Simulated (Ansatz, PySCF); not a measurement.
Ways to break one bond of C[SiH2]O[SiH3]:

A. C[SiH2]O[SiH3] → C[SiH2] + [O][SiH3]
B. C[SiH2]O[SiH3] -> C[SiH2][O] + [SiH3] (SiH3)
C. C[SiH2]O[SiH3] -> C[SiH2]O[SiH2] + H atom

Quantity: bond dissociation energy (enthalpy at 298 K, with B3LYP-D3(BJ) rigid-rotor harmonic-oscillator terms from PySCF), kcal/mol. Each molecule is optimised on its own at B3LYP-D3(BJ)/def2-TZVP (Ansatz, a first-principles code), one conformer each, not searched for the lowest. Valence correlation only, unless marked. Open shells are spin-unrestricted. No spin-orbit coupling. No relativistic terms. CBS(X,Y): correlation extrapolated as X^-3; Hartree-Fock from the larger set. [CCSD(T)-MP2]/basis is that difference in the basis named.

```csv
,PBE/def2-TZVPD (Ansatz),HSE06-D4/def2-TZVPD (Ansatz + dftd4),CCSD(T)/cc-pwCVTZ (Ansatz),"RI-MP2/CBS(cc-pV(T+d)Z,cc-pV(Q+d)Z)+[CCSD(T)-MP2]/cc-pV(T+d)Z (Ansatz)"
A,119.8,124.6,130.8,(withheld)
B,116.9,121.8,127.6,(withheld)
C,86.0,87.7,92.3,(withheld)
```

Question: Some entries are withheld; supply them.

Answer: 
- A, RI-MP2/CBS(cc-pV(T+d)Z,cc-pV(Q+d)Z)+[CCSD(T)-MP2]/cc-pV(T+d)Z (Ansatz): 134.0
- B, RI-MP2/CBS(cc-pV(T+d)Z,cc-pV(Q+d)Z)+[CCSD(T)-MP2]/cc-pV(T+d)Z (Ansatz): 130.8
- C, RI-MP2/CBS(cc-pV(T+d)Z,cc-pV(Q+d)Z)+[CCSD(T)-MP2]/cc-pV(T+d)Z (Ansatz): 94.0
